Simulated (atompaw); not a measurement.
# u(r) = r·R(r): atom against pseudo-atom (In (Z = 49))

Columns: radius, all-electron u(r) and pseudo u(r) of the 5p shell (level -2.88 eV) of indium in the configuration [Kr] 4d10 5s1.75 5p1.25; LDA (PW92), scalar-relativistic, PAW (atompaw) scheme, atompaw 4.2.0.5.

```tsv
r (bohr)	all-electron	pseudo
0.113	-0.0379	0.0027
0.227	0.1368	0.0107
0.340	0.0849	0.0237
0.454	-0.0621	0.0418
0.567	-0.1777	0.0642
0.681	-0.2266	0.0908
0.794	-0.2150	0.1206
0.908	-0.1621	0.1536
1.021	-0.0873	0.1884
1.135	-0.0027	0.2250
1.248	0.0817	0.2621
1.362	0.1622	0.2995
1.475	0.2350	0.3359
1.588	0.2995	0.3710
1.702	0.3559	0.4045
1.815	0.4036	0.4352
1.929	0.4438	0.4633
2.042	0.4766	0.4879
2.156	0.5031	0.5092
2.269	0.5237	0.5267
2.383	0.5393	0.5406
2.496	0.5503	0.5507
2.610	0.5574	0.5575
2.723	0.5611	0.5611
2.837	0.5617	0.5617
2.950	0.5598	0.5598
```

How many radial nodes do the two functions have?

The all-electron 5p function has n − l − 1 = 3; the pseudo-wave has 0, since the states of the same l below it are removed with the core.

Where does each function peak?

Outermost all-electron maximum near 2.84 bohr, pseudo maximum near 2.84 bohr (to the table’s step).

Is the pseudo-wave norm-conserving?

No, it belongs to a PAW set: the norm inside the radius is not constrained, and the difference is carried by the augmentation charge.
